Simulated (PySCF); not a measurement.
(2S)-2-methylthietane (C₄H₈S), SMILES [C@H]1(SCC1)C. Geometry: PBE-D3(BJ)/def2-SVP.

Calculation: PySCF with PBE-D3(BJ)/def2-SVP.

Harmonic wavenumbers (cm⁻¹): 117, 236, 279, 396, 502, 620, 691, 791, 877, 890, 966, 971, 993, 1096, 1116, 1148, 1193, 1200, 1247, 1309, 1342, 1399, 1405, 1416, 1422, 2960, 2979, 2979, 2990, 3039, 3048, 3062, 3066. Rotational constants (GHz): 6.179, 3.717, 2.561; symmetry number 1.

Task: Work out the zero-point energy and the ideal-gas rigid-rotor harmonic-oscillator thermochemistry at 298.15 K and 1 atm.

Result: ZPE = ½ Σ hcν = ½ × 47748 cm⁻¹ = 68.26 kcal/mol. H − E(el) = 72.47 kcal/mol. Entropy in cal/(mol K): translation 39.34, rotation 26.10, vibration 10.12, total 75.57. G − E(el) = 49.94 kcal/mol. Cp = 22.93 cal/(mol K). Modes under 150 cm⁻¹ make the vibrational entropy uncertain.
